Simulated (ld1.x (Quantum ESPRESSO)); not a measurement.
## u(r) = r·R(r): atom against pseudo-atom (boron (B))

Columns: radius, all-electron u(r) and pseudo u(r) of the 2s shell (level -9.44 eV) of boron in the configuration [He] 2s2 2p1; PBE, scalar-relativistic, ultrasoft scheme, ld1.x (Quantum ESPRESSO) 7.5.

```csv
r (bohr),all-electron,pseudo
0.210,0.2952,-0.0590
0.420,0.0587,-0.1577
0.630,-0.2345,-0.3063
0.840,-0.4661,-0.4767
1.050,-0.6209,-0.6209
1.260,-0.7057,-0.7057
1.470,-0.7357,-0.7357
1.680,-0.7270,-0.7270
1.890,-0.6930,-0.6930
2.100,-0.6440,-0.6440
2.310,-0.5873,-0.5873
2.520,-0.5282,-0.5282
2.730,-0.4699,-0.4699
2.940,-0.4145,-0.4145
3.150,-0.3632,-0.3632
3.360,-0.3166,-0.3166
3.570,-0.2748,-0.2748
3.780,-0.2377,-0.2377
3.990,-0.2051,-0.2051
4.200,-0.1765,-0.1765
4.410,-0.1515,-0.1515
4.620,-0.1298,-0.1298
4.830,-0.1111,-0.1111
5.040,-0.0949,-0.0949
5.250,-0.0810,-0.0810
5.460,-0.0690,-0.0690
```

(1) How many radial nodes do the two functions have?

(2) At about which radius was the pseudo-wave matched?

(3) Is the pseudo-wave norm-conserving?

Results:

(1) The all-electron 2s function has n − l − 1 = 1; the pseudo-wave has 0, since the states of the same l below it are removed with the core.

(2) 1.10 bohr, where the columns begin to agree (steps of 0.21 bohr).

(3) No, it belongs to an ultrasoft set: the norm inside the radius is not constrained, and the difference is carried by the augmentation charge.
